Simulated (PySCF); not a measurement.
PySCF input file for SrF, SMILES [F][Sr], multiplicity 2, IEF-PCM-ωB97X/def2-TZVPD. Geometry optimised at B3LYP-D3(BJ)/def2-TZVPD. The multiplicity is an assumed one; other spin states were not compared. The def2 effective core potentials stand for the cores of Sr; spin–orbit coupling is left out.

```python
import numpy as np
from pyscf import gto, scf, dft
from pyscf.solvent import pcm

mol = gto.M(
    atom='''
    Sr    0.00000000    0.00000000   -0.40249550
    F     0.00000000    0.00000000    1.69942545
    ''',
    basis='def2-TZVPD',
    ecp={'Sr': 'def2-tzvp'},
    charge=0,
    spin=1,
    max_memory=1600,
    verbose=3,
)
mf = dft.UKS(mol, xc='wb97x').density_fit(auxbasis='def2-universal-jkfit')
mf.grids.level = 3
mf.conv_tol = 1e-9
mf.max_cycle = 100
mf.kernel()
fine, coarse = mf.grids, dft.Grids(mol).set(level=1).build(with_non0tab=True)
for _ in range(3):  # follow internal instabilities
    mf.grids = coarse
    mo, _, stable, _ = mf.stability(return_status=True, nroots=4)
    mf.grids = fine
    if stable:
        break
    mf.kernel(mf.make_rdm1(mo, mf.mo_occ))
res = {}
for name, eps in {'water': 78.355, 'cyclohexanone': 15.619, 'dichloromethane': 8.93}.items():
    s = mf.PCM()
    s.with_solvent.method, s.with_solvent.eps, s.with_solvent.lebedev_order = 'IEF-PCM', eps, 29
    s.kernel(mf.make_rdm1())
    res[name] = (s.e_tot, eps, s.dip_moment(), s.mo_energy, s.converged)
    print(f'{name}: electrostatic solvation free energy {(s.e_tot - mf.e_tot) * 627.509474:.3f} kcal/mol')
```

Program output:

```

WARN: HOMO -0.309776652306432 >= LUMO -0.309776652306436

converged SCF energy = -130.634560883457  <S^2> = 0.75047301  2S+1 = 2.000473
<class 'pyscf.df.df_jk.DFUKS'> wavefunction is stable in the internal stability analysis

WARN: PCM is an experimental feature. It is still in testing.
Features and APIs may be changed in the future.

converged SCF energy = -130.648370680701  <S^2> = 0.75043287  2S+1 = 2.0004328
Dipole moment(X, Y, Z, Debye): -0.00000, -0.00000, -4.65697
water: electrostatic solvation free energy -8.666 kcal/mol

WARN: PCM is an experimental feature. It is still in testing.
Features and APIs may be changed in the future.

converged SCF energy = -130.647241044959  <S^2> = 0.75043503  2S+1 = 2.000435
Dipole moment(X, Y, Z, Debye): -0.00000, -0.00000, -4.43238
cyclohexanone: electrostatic solvation free energy -7.957 kcal/mol

WARN: PCM is an experimental feature. It is still in testing.
Features and APIs may be changed in the future.

converged SCF energy = -130.646251899928  <S^2> = 0.75043712  2S+1 = 2.0004371
Dipole moment(X, Y, Z, Debye): -0.00000,  0.00000, -4.26347
dichloromethane: electrostatic solvation free energy -7.336 kcal/mol
```

The calculation finished and met its thresholds.

Cost: very roughly 18 core-seconds.
